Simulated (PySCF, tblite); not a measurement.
Isomers of C5H4F3O (doublet state), one GFN2-xTB conformer each. Single-point energies are computed at B3LYP/pcH-1 (PySCF, gas phase, no added dispersion term), electronic only. GFN2-xTB treats the open shell by occupation alone, and not every SCF solution was tested for stability.

Question: Rank them by B3LYP/pcH-1 energy, lowest first (kJ/mol).
A. `[CH2:1]=[CH:2][O:3]/[C:4]([F:5])=[C:6]/[CH:7]([F:8])[F:9]` (doublet state) with C1–C2–O3–C4 180°, C2–O3–C4–F5 -1°, C4–C6–C7–F8 -124°
B. `[CH2:1]=[C:2]=[CH:3][C:4]([F:5])[O:6][CH:7]([F:8])[F:9]` (doublet state) with C2–C3–C4–F5 178°, C3–C4–O6–C7 131°, C4–O6–C7–F8 -83°
C. `[F:1][C:2]([F:3])=[C:4]([F:5])[C@H:6]1[CH2:7][CH:8][O:9]1` (doublet state) with C2–C4–C6–C7 148°
D. `[OH:1][C:2]([CH:3]1[CH:4]=[CH:5]1)[C:6]([F:7])([F:8])[F:9]` (doublet state) with H–O1–C2–C3 180°, O1–C2–C3–C4 151°

Answer: B (0.0), D (81.0), C (93.0), A (104.5).

Neighbours under 21 kJ/mol apart (O[C](C1C=C1)C(F)(F)F and FC(F)=C(F)[C@H]1C[CH]O1; FC(F)=C(F)[C@H]1C[CH]O1 and C=CO/C(F)=[C]/C(F)F) can change places with a better method, another conformer or zero-point energy. GFN2-xTB itself gives, in the same order: 0.0, 98.5, 63.4, 106.6. Both levels put the same isomer lowest; measured from each level's own lowest isomer, the values differ by up to 29.6 kJ/mol (FC(F)=C(F)[C@H]1C[CH]O1: 63.4 against 93.0).

Question: What happens when harmonic zero-point energies from GFN2-xTB frequencies are added?

Answer: 
```
                 SMILES  ZPE (kJ/mol)  electronic (kJ/mol)  with ZPE (kJ/mol)
      C=C=C[C](F)OC(F)F         202.4                  0.0                0.0
   O[C](C1C=C1)C(F)(F)F         201.6                 81.0               80.3
FC(F)=C(F)[C@H]1C[CH]O1         210.7                 93.0              101.3
    C=CO/C(F)=[C]/C(F)F         203.8                104.5              105.9
```

The zero-point energies span 9.1 kJ/mol. The order is unchanged.
